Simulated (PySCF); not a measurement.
CdH2OS. Atoms are numbered in the order given.

```xyz
5

Cd     0.2117    -0.1869    -0.0602
O      1.7576    -1.3245    -0.5029
H      1.7031    -2.1863    -0.0747
S     -1.5596     1.2483     0.3472
H     -0.9714     1.7836     1.4324
```

Geometry optimised at r2SCAN-D4/def2-TZVP. The def2 effective core potentials stand for the cores of Cd; spin–orbit coupling is left out. The values are those of a single conformer.

Level of theory: TDA-B3LYP/def2-SVPD in PySCF.

Vertical excitations. Gas-phase values at a fixed geometry.

Task: Estimate the UV-visible absorptions. (An estimate is asked for; the answer gives what the named calculation found.)

Result: 
```csv
state,energy (eV),λ (nm),f,main pairs
S1,4.35,285,0.023,HOMO→LUMO 99 %
S2,4.94,251,0.019,HOMO−1→LUMO 98 %
S3,5.48,226,0.000,HOMO→LUMO+1 99 %
S4,5.70,218,0.037,"HOMO→LUMO+2 54 %, HOMO−2→LUMO 38 %"
S5,6.02,206,0.071,"HOMO−1→LUMO+1 36 %, HOMO−3→LUMO 27 %, HOMO→LUMO+2 21 %, HOMO−2→LUMO 14 %"
S6,6.21,200,0.018,HOMO→LUMO+3 93 %
S7,6.41,194,0.000,HOMO−1→LUMO+2 99 %
S8,6.64,187,0.017,"HOMO−2→LUMO+1 78 %, HOMO−3→LUMO 13 %"
S9,6.79,183,0.017,"HOMO−2→LUMO+2 49 %, HOMO−3→LUMO 22 %, HOMO−2→LUMO+1 15 %"
S10,6.95,178,0.508,"HOMO−2→LUMO 24 %, HOMO−2→LUMO+2 14 %, HOMO−1→LUMO+1 14 %, HOMO→LUMO+2 13 %"
T1,3.99,311,0,HOMO→LUMO 98 %
T2,4.51,275,0,HOMO−1→LUMO 97 %
T3,4.85,256,0,HOMO−2→LUMO 94 %
T4,5.34,232,0,HOMO→LUMO+1 88 %
```
Triplets are in the Tamm–Dancoff approximation.
